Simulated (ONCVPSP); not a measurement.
**Transferability test, ONCV potential for Al (Z = 13)**

aluminium (Al), optimised norm-conserving Vanderbilt (ONCV), made with ONCVPSP 4.0.1 (PBE, non-relativistic). Core [Ne], reference 3s2 3p1. Waves: 3s: rc 2.35 bohr, ncon 4, nbas 8, qcut 3 1/bohr, 3 projectors, debl 3.4 Ha; 3p: rc 2.35 bohr, ncon 4, nbas 9, qcut 3.8 1/bohr, local; d scattering state at 0.1 Ha: rc 2.55 bohr, ncon 4, nbas 8, qcut 3.7 1/bohr, 2 projectors, debl 3.7 Ha. Local part: the p channel. Core correction: none.

Energies are relative to the spin-unpolarised reference configuration 3s2 3p1; without spin polarisation the order of configurations can differ from experiment.

Question: Give the all-electron excitation energy and the error of the potential for: 3s2 3p0; 3s1 3p0; 3s2 3p0.5; 3s1 3p2.

Answer:

| valence configuration | charge | ΔE all-electron (eV) | error AE − PS (meV) |
| --- | --- | --- | --- |
| 3s2 3p0 | +1 | 5.771 | -2.6 |
| 3s1 3p0 | +2 | 24.963 | +9.2 |
| 3s2 3p0.5 | +0.5 | 2.090 | -0.4 |
| 3s1 3p2 | 0 | 5.107 | +3.9 |
